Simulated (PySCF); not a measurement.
# Spinor energies of In⁴⁵⁺ (indium, charge +45)

Start: [He] 2s2. Calculated with PySCF 2.14 in an uncontracted even-tempered set (17 s from 5.8 bohr⁻², ratio 2.6; 13 p from 7.5 bohr⁻², ratio 2.6; 7 d from 7.7 bohr⁻², ratio 2.8; 4 f from 150 bohr⁻², ratio 2.8): generalised Hartree-Fock with the X2C-1e Hamiltonian and a Gaussian nucleus; spin-orbit coupling (SO) screened by Boettger's factors.

```
spinor shell  electrons  ε, screened SO (eV)  weight of nominal j (screened SO)  rms radius, screened SO (bohr)
       1s1/2          2             -32343.6                              1.000                          0.0338
       2s1/2          2              -7754.3                              1.000                           0.131
```

```
   quantity  screened SO
E (hartree)  -3027.52729
        M_J            0
       ⟨J²⟩        0.000
       ⟨L²⟩        0.000
       ⟨S²⟩        0.000
```

Breit and QED terms are absent; they matter most for the inner s and p1/2 levels.

Densities and radii are taken from the X2C orbitals without a picture-change correction, which distorts them close to the nucleus.
